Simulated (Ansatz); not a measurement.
Stepwise reaction of `COB(Cl)Cl` with water, as a gas-phase model of exchange steps in deposition or etching. ΔE in kJ/mol.

Gas-phase electronic energies from Ansatz, PBE0-D4/def2-TZVP geometries. CCSD(T)/CBS is the MP2 limit (def2-TZVPP, def2-QZVPP) plus CCSD(T) − MP2 in def2-TZVPP, frozen cores. This one scheme is used for every species. Functionals use def2-TZVPP. B3LYP here is the variant with VWN-RPA as its local correlation; programs differ in this. Each species was taken in one conformer, which may not be the lowest.

| step | reaction | PBE-D4 | B3LYP-D4 | ωB97M-V | CCSD(T)/CBS |
| --- | --- | --- | --- | --- | --- |
| 1 | `COB(Cl)Cl` + H₂O → `COB(O)Cl` + HCl | -39.2 | -47.2 | -47.7 | -43.2 |

Give the row of step 2, `COB(O)Cl` + H₂O → `COB(O)O` + HCl. (An estimate is asked.)

Computed: 
```tsv
step	reaction	PBE-D4	B3LYP-D4	ωB97M-V	CCSD(T)/CBS
2	`COB(O)Cl` + H₂O → `COB(O)O` + HCl	-32.7	-40.6	-39.6	-37.1
```

By hand: ΔE of the 2 steps together at CCSD(T)/CBS.

(-43.2) + (-37.1) = -80.3 kJ/mol, or -40.2 kJ/mol a step.

In ΔE each step is higher than the one before. All are downhill at CCSD(T)/CBS. PBE-D4 differs from CCSD(T)/CBS by 4.0 to 4.4 kJ/mol a step. Isolated molecules leave out the surface, adducts and barriers. Largest T1 diagnostic: 0.012.
